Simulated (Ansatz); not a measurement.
BH2O2 (SMILES O[B]O) moved off its minimum; all values from Ansatz (a program for electronic structure), cores frozen in correlated methods. Open shells are unrestricted.
(charge 0, multiplicity 2)
```xyz
5

O      1.15552     0.07638    -0.40809
B     -0.05981    -0.47979    -0.21991
O     -1.15367    -0.03653     0.42973
H      1.27519     0.98540    -0.01970
H     -1.11749     0.84797     0.77154
```

### Question
Give the forces (eV/Å), the total energy and the dipole at CCSD(T)/cc-pVTZ.

### Answer

```
atom      Fx      Fy      Fz
----  ------  ------  ------
O1     0.351   1.418   0.470
B2     0.064  -0.508  -0.160
O3    -0.323  -0.579  -0.194
H4    -0.205  -1.172  -0.464
H5     0.113   0.842   0.347
```
Energy -176.2691 hartree, dipole 3.29 D.
